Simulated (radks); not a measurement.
All-electron atom: Tc2+ in [Kr] 4d5 (the NIST ground configuration).

Calculated with a radial shooting solver on a logarithmic mesh with Libxc functionals: Dirac Kohn-Sham, PBEsol, spin-unpolarised, spherical densities, finite nucleus; open shells fill j = l - 1/2 first; Fermi nuclear charge, rms radius 4.4112 fm.

Energy parts (hartree):
total: -4283.13254
kinetic: 4448.68690
electron-nucleus: -10328.43102
Hartree: 1722.42267
exchange-correlation: -125.81109

Orbitals (lengths in bohr, moments of r in powers of bohr; r(90%) holds 90 % of the orbital's charge):
| orbital | occ. | eigenvalue (hartree) | <r^2> | <1/r> | r(90%) | small-component weight |
|---|---|---|---|---|---|---|
| 1s1/2 | 2 | -766.6253 | 0.001588 | 44.69 | 0.0615 | 2.46e-02 |
| 2s1/2 | 2 | -109.8627 | 0.02634 | 10.20 | 0.231 | 5.07e-03 |
| 2p1/2 | 2 | -101.3730 | 0.01984 | 10.18 | 0.208 | 5.08e-03 |
| 2p3/2 | 4 | -97.03127 | 0.02120 | 9.665 | 0.214 | 4.90e-03 |
| 3s1/2 | 2 | -19.61451 | 0.1978 | 3.505 | 0.614 | 1.37e-03 |
| 3p1/2 | 2 | -16.35176 | 0.1951 | 3.406 | 0.619 | 1.31e-03 |
| 3p3/2 | 4 | -15.62553 | 0.2051 | 3.283 | 0.634 | 1.27e-03 |
| 3d3/2 | 4 | -9.84748 | 0.1894 | 3.101 | 0.634 | 1.15e-03 |
| 3d5/2 | 6 | -9.70783 | 0.1926 | 3.069 | 0.639 | 1.14e-03 |
| 4s1/2 | 2 | -3.28448 | 1.269 | 1.297 | 1.54 | 3.20e-04 |
| 4p1/2 | 2 | -2.33100 | 1.518 | 1.177 | 1.71 | 2.71e-04 |
| 4p3/2 | 4 | -2.22233 | 1.599 | 1.140 | 1.75 | 2.60e-04 |
| 4d3/2 | 4 | -0.83040 | 3.093 | 0.8271 | 2.54 | 1.46e-04 |
| 4d5/2 | 1 | -0.81907 | 3.153 | 0.8184 | 2.56 | 1.44e-04 |

The highest occupied level is 4d5/2 at -22.288 eV. Summed over all electrons, <r^2> = 31.19 bohr^2, which gives a Langevin (diamagnetic) susceptibility term of -24.7 x 10^-6 cm^3/mol. For comparison, the ionisation energy in NIST's Atomic Spectra Database is 29.550 eV (semi-empirical). In exact Kohn-Sham theory the highest level is minus the ionisation energy, but local and semilocal functionals leave it too shallow, through self-interaction and a potential that decays too fast; potentials with the right tail come closer.

Beside tabulated values, note that spin-unpolarised runs miss the spin-polarisation part of the exchange energy of open shells.
